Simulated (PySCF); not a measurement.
Computed XPS line lists of a few unrelated compounds.

Theory: delta-SCF UKS SCAN, pcX-2 on the ionised atom, pcseg-1 elsewhere, spin-free X2C in PySCF. Geometries: PBE0-D3(BJ)/def2-SVP; isolated species, one conformer each.

Line lists (1s up to Mg, 2p3/2 beyond; areas count atoms within a level, one atom standing for each set equivalent by bonding):
1. C 1s: 290.33 (area 1), 290.90 (area 1), 292.20 (area 1) eV; F 1s: 692.13 eV; Si 2p3/2: 106.69 eV
2. C 1s: 293.42 eV; F 1s: 693.69 eV
3. C 1s: 290.72 (area 1), 290.73 (area 1), 290.80 (area 1), 291.08 (area 1), 292.17 (area 1), 294.26 (area 1) eV; O 1s: 537.47 (area 1), 539.10 (area 1) eV

Structures:
A. `CCCOC(=O)CC`
B. `F/C=C\F`
C. `[C@H]1([SiH2]CC1)F`

Task: Match each list to its structure.

Result: 
- 1 = C: no other candidate has this set of levels. C 1s: 290.33 sp3 carbon bound to silicon, 290.90 four-membered-ring carbon, 292.20 sp3 C–F carbon; F 1s: 692.13 alkyl fluorine; Si 2p3/2: 106.69 SiH2 silicon.
- 2 = B: no other candidate has this set of levels. C 1s: 293.42 vinylic C–F carbon (×2); F 1s: 693.69 vinyl fluorine (×2).
- 3 = A: no other candidate has this set of levels. C 1s: 290.72 methyl carbon, 290.73 chain CH2 carbon, 290.80 methyl carbon, 291.08 sp3 carbon next to a carbonyl, 292.17 sp3 carbon bound to oxygen, 294.26 ester carbonyl carbon; O 1s: 537.47 ester carbonyl oxygen, 539.10 ester single-bonded oxygen.

The 2p values add to the ΔSCF energy of one spin-free hole a correction within the shell (spin–orbit coupling, ligand field).
